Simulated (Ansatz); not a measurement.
HO₄S (SMILES O=S(=O)([O-])O), charge -1, singlet, geometry from GFN2-xTB (a gas-phase anion, which may not be bound at this level); B3LYP/def2-SV(P) run with Ansatz (a quantum-chemistry and plane-wave program).

Input for Ansatz:
Ansatz 0.2 input:
```yaml
crystal:
  periodic: [false, false, false]
  atoms:
    - {symbol: O, position_ang: [1.38992049, -0.28176098, -0.58148330]}
    - {symbol: S, position_ang: [-0.13445586, 0.02400851, 0.02026324]}
    - {symbol: O, position_ang: [0.12119981, -0.01438956, 1.45858623]}
    - {symbol: O, position_ang: [-0.97063154, -1.05348789, -0.46961795]}
    - {symbol: O, position_ang: [-0.49393968, 1.33543365, -0.48378888]}
    - {symbol: H, position_ang: [1.77890124, -0.27049776, 0.28621944]}
basis:
  gaussian:
    orbitals: def2-SV_P_.json
hamiltonian:
  xc: b3lyp
total_charge: -1
scf: {lower_state_search: off}
```
The basis file holds def2-SV(P) in the JSON format of the Basis Set Exchange.

The log (banner, timings and long lists left out):

```
Functional definition: B3LYP
these checks for a lower state are left out or cut short: stability, starts, cluster_reference, orbital_swaps, neighbouring_geometries, increment
694 factors; integrals over basis functions are off by at most 1.1e-3 eV
mean field evaluation 1: about -19019.1897 eV, gradient 7.6e1 eV
mean field evaluation 2: about -19002.5098 eV, gradient 1.3e2 eV
mean field evaluation 4: about -19029.2246 eV, gradient 6.5e0 eV
mean field evaluation 8: about -19029.4311 eV, gradient 1.8e-1 eV
mean field evaluation 16: about -19029.4312 eV, gradient 5.7e-6 eV
mean field -19029.43119711 eV, -699.3186978822 hartree, gradient 4.1e-6 eV, S^2 0.000000; 0 other end points of the search recorded, 0 dependent functions left out
reference -19029.43132813 eV, -699.3187026969 hartree; 25, 25 occupied and 51, 51 virtual orbitals, 694 factors
Total energy: -19029.43132813 eV, -699.3187026969 hartree
Checks for a lower state left out: stability, starts, cluster_reference, orbital_swaps, neighbouring_geometries, increment
```
